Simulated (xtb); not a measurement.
xtb input (GFN2-xTB):

```bash
xtb mol.xyz --gfn 2 --sp --chrg 0 --uhf 0
```
mol.xyz:
```
5

F     -0.77139751    -1.34902370    -0.00569236
Ge     0.33350928    -0.01141114     0.04026061
F     -0.65795412     1.39792948    -0.16685628
H      1.25111665    -0.12071048    -1.17678388
H      0.94075090     0.04571494     1.44138200
```

Output:

```
           -------------------------------------------------
          |                Calculation Setup                |
           -------------------------------------------------

           -------------------------------------------------
          |                 G F N 2 - x T B                 |
           -------------------------------------------------

        Reference                      10.1021/acs.jctc.8b01176
      * Hamiltonian:
        H0-scaling (s, p, d)           1.850000    2.230000    2.230000
        zeta-weighting                 0.500000
      * Dispersion:
        s8                             2.700000
        a1                             0.520000
        a2                             5.000000
        s9                             5.000000
      * Repulsion:
        kExp                           1.500000    1.000000
        rExp                           1.000000
      * Coulomb:
        alpha                          2.000000
        third order                    shell-resolved
        anisotropic                    true
        a3                             3.000000
        a5                             4.000000
        cn-shift                       1.200000
        cn-exp                         4.000000
        max-rad                        5.000000

          ...................................................
          :                      SETUP                      :
          :.................................................:
          :  # basis functions                  20          :
          :  # atomic orbitals                  19          :
          :  # shells                            9          :
          :  # electrons                        20          :
          :  max. iterations                   250          :
          :  Hamiltonian                  GFN2-xTB          :
          :  restarted?                      false          :
          :  GBSA solvation                  false          :
          :  PC potential                    false          :
          :  electronic temp.          300.0000000     K    :
          :  accuracy                    1.0000000          :
          :  -> integral cutoff          0.2500000E+02      :
          :  -> integral neglect         0.1000000E-07      :
          :  -> SCF convergence          0.1000000E-05 Eh   :
          :  -> wf. convergence          0.1000000E-03 e    :
          :  Broyden damping             0.4000000          :
          :  net charge                          0          :
          :  unpaired electrons                  0          :
          ...................................................

 iter      E             dE          RMSdq      gap      omega  full diag
   1    -12.3207256 -0.123207E+02  0.546E+00    6.65       0.0  T
   2    -12.3638971 -0.431715E-01  0.909E+00    9.16       1.0  T
   3    -12.4772373 -0.113340E+00  0.610E+00    8.56       1.0  T
   4    -12.5065761 -0.293387E-01  0.880E-01    8.27       1.0  T
   5    -12.5100573 -0.348124E-02  0.978E-01    8.00       1.0  T
   6    -12.5106157 -0.558390E-03  0.203E-01    8.06       1.0  T
   7    -12.5106286 -0.128959E-04  0.670E-02    8.06       1.0  T
   8    -12.5106329 -0.434976E-05  0.530E-03    8.06       8.4  T
   9    -12.5106330 -0.414028E-07  0.101E-03    8.06      44.2  T
  10    -12.5106330 -0.435249E-08  0.588E-04    8.06      76.0  T
  11    -12.5106330 -0.127846E-09  0.551E-05    8.06     812.2  T

   *** convergence criteria satisfied after 11 iterations ***

         #    Occupation            Energy/Eh            Energy/eV
      -------------------------------------------------------------
         1        2.0000           -0.8211519             -22.3447
       ...           ...                  ...                  ...
         4        2.0000           -0.5264895             -14.3265
         5        2.0000           -0.5236705             -14.2498
         6        2.0000           -0.5234958             -14.2450
         7        2.0000           -0.5083493             -13.8329
         8        2.0000           -0.5011203             -13.6362
         9        2.0000           -0.4991024             -13.5813
        10        2.0000           -0.4724262             -12.8554 (HOMO)
        11                         -0.1762954              -4.7972 (LUMO)
        12                         -0.1573686              -4.2822
        13                         -0.1131899              -3.0801
        14                         -0.0999215              -2.7190
        15                         -0.0037948              -0.1033
       ...                                ...                  ...
        19                          0.8565554              23.3081
      -------------------------------------------------------------
                  HL-Gap            0.2961307 Eh            8.0581 eV
             Fermi-level           -0.3243608 Eh           -8.8263 eV

 SCC (total)                   0 d,  0 h,  0 min,  0.003 sec
 SCC setup                      ...        0 min,  0.000 sec (  2.221%)
 Dispersion                     ...        0 min,  0.000 sec (  0.738%)
 classical contributions        ...        0 min,  0.000 sec (  0.361%)
 integral evaluation            ...        0 min,  0.001 sec ( 18.070%)
 iterations                     ...        0 min,  0.002 sec ( 51.396%)
 molecular gradient             ...        0 min,  0.001 sec ( 24.596%)
 printout                       ...        0 min,  0.000 sec (  2.406%)

         :::::::::::::::::::::::::::::::::::::::::::::::::::::
         ::                     SUMMARY                     ::
         :::::::::::::::::::::::::::::::::::::::::::::::::::::
         :: total energy             -12.493991988424 Eh    ::
         :: gradient norm              0.016998646577 Eh/a0 ::
         :: HOMO-LUMO gap              8.058127539998 eV    ::
         ::.................................................::
         :: SCC energy               -12.510632844810 Eh    ::
         :: -> isotropic ES            0.013101573454 Eh    ::
         :: -> anisotropic ES          0.000574581014 Eh    ::
         :: -> anisotropic XC         -0.000993014057 Eh    ::
         :: -> dispersion             -0.001484902093 Eh    ::
         :: repulsion energy           0.016640856386 Eh    ::
         :: add. restraining           0.000000000000 Eh    ::
         :: total charge              -0.000000000000 e     ::
         :::::::::::::::::::::::::::::::::::::::::::::::::::::

           -------------------------------------------------
          |                Property Printout                |
           -------------------------------------------------

    * Orbital Energies and Occupations

         #    Occupation            Energy/Eh            Energy/eV
      -------------------------------------------------------------
         1        2.0000           -0.8211519             -22.3447
         2        2.0000           -0.8116414             -22.0859
         3        2.0000           -0.6529705             -17.7682
         4        2.0000           -0.5264895             -14.3265
         5        2.0000           -0.5236705             -14.2498
         6        2.0000           -0.5234958             -14.2450
         7        2.0000           -0.5083493             -13.8329
         8        2.0000           -0.5011203             -13.6362
         9        2.0000           -0.4991024             -13.5813
        10        2.0000           -0.4724262             -12.8554 (HOMO)
        11                         -0.1762954              -4.7972 (LUMO)
        12                         -0.1573686              -4.2822
        13                         -0.1131899              -3.0801
Note: The following floating-point exceptions are signalling: IEEE_DENORMAL
normal termination of xtb
        14                         -0.0999215              -2.7190
        15                         -0.0037948              -0.1033
        16                          0.0427843               1.1642
        17                          0.7568220              20.5942
        18                          0.8534160              23.2226
        19                          0.8565554              23.3081
      -------------------------------------------------------------
                  HL-Gap            0.2961307 Eh            8.0581 eV
             Fermi-level           -0.3243608 Eh           -8.8263 eV

     #   Z          covCN         q      C6AA      α(0)
     1   9 F        0.716    -0.236    11.628     4.027
     2  32 Ge       3.293     0.353   181.816    25.072
     3   9 F        0.716    -0.236    11.628     4.027
     4   1 H        0.931     0.060     2.197     2.318
     5   1 H        0.931     0.060     2.197     2.318

 Mol. C6AA /au·bohr⁶  :        522.426094
 Mol. C8AA /au·bohr⁸  :      27495.069990
 Mol. α(0) /au        :         37.760580

Wiberg/Mayer (AO) data.
largest (>0.10) Wiberg bond orders for each atom

 ---------------------------------------------------------------------------
     #   Z sym  total        # sym  WBO       # sym  WBO       # sym  WBO
 ---------------------------------------------------------------------------
     1   9 F    1.277 --     2 Ge   1.135
     2  32 Ge   3.813 --     1 F    1.135     3 F    1.135     5 H    0.772
                             4 H    0.772
     3   9 F    1.277 --     2 Ge   1.135
     4   1 H    0.996 --     2 Ge   0.772     5 H    0.122
     5   1 H    0.996 --     2 Ge   0.772     4 H    0.122
 ---------------------------------------------------------------------------

Topologies differ in total number of bonds
Writing topology from bond orders to xtbtopo.mol

molecular dipole:
                 x           y           z       tot (Debye)
 q only:        1.110      -0.038       0.134
   full:        1.170      -0.040       0.141       2.997
molecular quadrupole (traceless):
                xx          xy          yy          xz          yz          zz
 q only:        1.029      -0.195      -3.442      -0.157       0.352       2.414
  q+dip:        0.874      -0.252      -4.705      -0.343       0.517       3.831
   full:        0.973      -0.241      -4.422      -0.286       0.476       3.449

           -------------------------------------------------
          | TOTAL ENERGY              -12.493991988424 Eh   |
          | GRADIENT NORM               0.016998646577 Eh/α |
          | HOMO-LUMO GAP               8.058127539998 eV   |
           -------------------------------------------------

------------------------------------------------------------------------
------------------------------------------------------------------------
 total:
 SCF:
```
